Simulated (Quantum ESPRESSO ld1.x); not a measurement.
Sb2+, configuration [Kr] 4d10 5s2 5p1. Calculated with ld1.x of Quantum ESPRESSO 7.5: scalar-relativistic Kohn-Sham, BLYP, spin-unpolarised, spherical densities, point nucleus.

Unscreened Slater integrals over Kohn-Sham orbitals (cm^-1).

F0(5p,5p): 78984
F2(5p,5p): 42678
F0(5p,5s): 85505
G1(5p,5s): 56318
F0(5p,4d): 98802
F2(5p,4d): 27223
G1(5p,4d): 9226.0
G3(5p,4d): 8274.7
F0(5p,4p): 100630
F2(5p,4p): 22411
G0(5p,4p): 4328.9
G2(5p,4p): 5522.9
F0(5s,5s): 94571
F0(5s,4d): 115420
G2(5s,4d): 15559
F0(5s,4p): 118220
G1(5s,4p): 8046.4
F0(4d,4d): 193560
F2(4d,4d): 97330
F4(4d,4d): 64208
F0(4d,4p): 210150
F2(4d,4p): 105810
G1(4d,4p): 134410
G3(4d,4p): 82845
F0(4p,4p): 231690
F2(4p,4p): 121500

Derived for the open shells (J is the average intra-shell exchange parameter used in DFT+U). 5p: J = F2/5 = 8536 cm^-1.
